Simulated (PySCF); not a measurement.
Ga(H)(OH)2(OH2), H5GaO3, singlet, PBE0/def2-SVP optimised geometry.

```
9

Ga    -0.40    -0.32     0.00
H     -1.27    -1.55    -0.43
O      1.41    -0.32     0.00
H      1.84    -1.05    -0.46
O     -1.02     1.39     0.00
H     -1.84     1.55    -0.47
O     -0.20    -0.04     2.09
H     -0.49     0.89     2.03
H      0.77     0.00     2.03
```

Density from PBE0/def2-TZVP (PySCF 2.14.0) at that geometry.

Minimum of the electron density along straight lines between bonded atoms, close to the bond critical point (lines longer than 1.1 times the sum of covalent radii, or with two minima, are not listed):

```json
[
 {"bond": "Ga1–H2", "length / Å": "1.560", "ρ at the minimum / e bohr⁻³": "0.117", "∇²ρ there / e bohr⁻⁵": "0.14", "position (fraction from the first atom)": "0.60"},
 {"bond": "Ga1–O3", "length / Å": "1.816", "ρ at the minimum / e bohr⁻³": "0.125", "∇²ρ there / e bohr⁻⁵": "0.66", "position (fraction from the first atom)": "0.48"},
 {"bond": "O3–H4", "length / Å": "0.960", "ρ at the minimum / e bohr⁻³": "0.359", "∇²ρ there / e bohr⁻⁵": "-2.40", "position (fraction from the first atom)": "0.80"},
 {"bond": "Ga1–O5", "length / Å": "1.815", "ρ at the minimum / e bohr⁻³": "0.126", "∇²ρ there / e bohr⁻⁵": "0.67", "position (fraction from the first atom)": "0.48"},
 {"bond": "O5–H6", "length / Å": "0.960", "ρ at the minimum / e bohr⁻³": "0.359", "∇²ρ there / e bohr⁻⁵": "-2.40", "position (fraction from the first atom)": "0.80"},
 {"bond": "O7–H8", "length / Å": "0.975", "ρ at the minimum / e bohr⁻³": "0.345", "∇²ρ there / e bohr⁻⁵": "-2.38", "position (fraction from the first atom)": "0.81"},
 {"bond": "O7–H9", "length / Å": "0.975", "ρ at the minimum / e bohr⁻³": "0.344", "∇²ρ there / e bohr⁻⁵": "-2.38", "position (fraction from the first atom)": "0.81"}
]
```
